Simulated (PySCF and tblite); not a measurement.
Results of a calculation; reference values are marked as such.
C₈H₁₂Cl₂, numbered as in [CH3:1]/[CH:2]=[C:3](/[Cl:4])[CH2:5][CH2:6]/[CH:7]=[C:8](\[CH3:9])[Cl:10].

Level: PBE0-D3(BJ)/pcSseg-1//GFN2-xTB, thermal terms from GFN2-xTB, symmetry numbers and mirror pairs counted. Conformers within 2.5 kcal/mol (GFN2-xTB free energy) were kept, 7 at most. GIAO shieldings: PBE0/pcSseg-1. Shifts are against TMS (¹H), TMS (¹³C) at the same level. Programs: PySCF with density fitting and tblite.

Torsions listed: Cl4–C3–C5–C6, C3–C5–C6–C7, C5–C6–C7–C8. Of a mirror pair one member is shown.

```csv
conformer,shape,symmetry,E(GFN2) kcal/mol,E(DFT) kcal/mol
1,"-80°, -65°, 99°",C1 (pair),0.00,0.00
2,"80°, 62°, 88°",C1 (pair),1.07,1.75
3,"80°, 180°, -101°",C1 (pair),1.76,2.80
4,"78°, -176°, 88°",C1 (pair),1.47,2.69
5,"93°, -66°, 100°",C1 (pair),1.13,2.91
```

Not shown: 1 more, 0.1 % in all.

Q: How much do the weights at 298.15 K and the averaged shift of H7 depend on how the conformers are weighted?

A: 
```tsv
weighting	1 (%)	2 (%)	3 (%)	4 (%)	5 (%)	δ (ppm)	rms dipole (D)
DFT energy with thermal terms, symmetry and mirror images (full scheme)	85	7	4	3	1	5.71	1.42
DFT energy with symmetry and mirror images	93	5	1	1	1	5.69	1.30
bare DFT energy	93	5	1	1	1	5.69	1.30
GFN2-xTB energy with symmetry and mirror images	67	11	3	6	10	5.76	1.90
GFN2-xTB free energy	48	13	13	13	9	5.81	2.09
leading conformer alone	100	0	0	0	0	5.67	1.18
equal weights	17	17	17	17	17	5.91	2.66
full scheme, search stopped after three starts	0	0	0	100	0	6.01	2.06
```

The largest departure from the full scheme, 0.30 ppm, comes with: full scheme, search stopped after three starts.
